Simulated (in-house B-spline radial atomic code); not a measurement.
Hg⁺. Computed with a B-spline radial atomic code. Model: all-electron spherical atom, spin shells full or empty, radial basis limit, no spin-orbit coupling, Breit or QED, empty-state partial waves extrapolated as (l+1/2)^-4, RPA, G0W0 and static COHSEX of the highest shell as one setting changes (uncorrelated shells keep exact exchange).

Empty levels are discrete states of a finite basis, so the steps are uneven.

Without the two-electron picture change, core correlation of heavy ions comes too large.

Given: element Hg; charge 1; filled core Xe; hamiltonian one-electron scalar X2C; mean-field start PBE; highest l of empty states 9; nuclear rms radius 5.4648 fm; lowest nl shells left uncorrelated 0; highest mean-field shell 6s up; box radius 23.78 bohr.

Shell: 4f 7 7, 5d 5 5, 6s 1 0 (electrons up and down).

```
highest empty level kept (hartree)  RPA correlation energy (hartree)  G0W0 level (eV)  G0W0 minus most complete (meV)  COHSEX level (eV)  linearised minus solved G0W0 (meV)
                              1.33                          -0.31355          -18.582                           716.9            -19.651                               -30.9
                              2.67                                 ?                ?                               ?                  ?                                   ?
                              4.67                          -0.83858          -18.929                             370            -20.442                               -34.5
                                 8                           -1.2111          -19.054                           245.1            -20.734                               -37.7
                             13.33                           -1.6116          -19.139                           159.8            -20.942                                 -40
                                24                             -2.34          -19.208                            90.9            -21.105                               -42.1
                                40                           -3.0558          -19.249                            50.7            -21.194                               -43.4
                                80                                 ?                ?                               ?                  ?                                   ?
                               160                           -4.7984          -19.287                            12.3            -21.298                               -44.6
                            333.33                           -5.5459          -19.293                             5.9            -21.321                               -44.8
                               800                           -6.1662          -19.297                             2.1            -21.333                                 -45
                            2666.7                           -6.7824          -19.299                               0            -21.341                                 -45
```

Q: What follows for highest empty level kept = 2.67?

A: RPA correlation energy -0.56267 hartree; G0W0 level -18.787 eV; G0W0 minus most complete 512.3 meV; COHSEX level -20.098 eV; linearised minus solved G0W0 -32.6 meV.

Q: What follows for highest empty level kept = 80?

A: RPA correlation energy -3.9805 hartree; G0W0 level -19.275 eV; G0W0 minus most complete 24.4 meV; COHSEX level -21.262 eV; linearised minus solved G0W0 -44.2 meV.
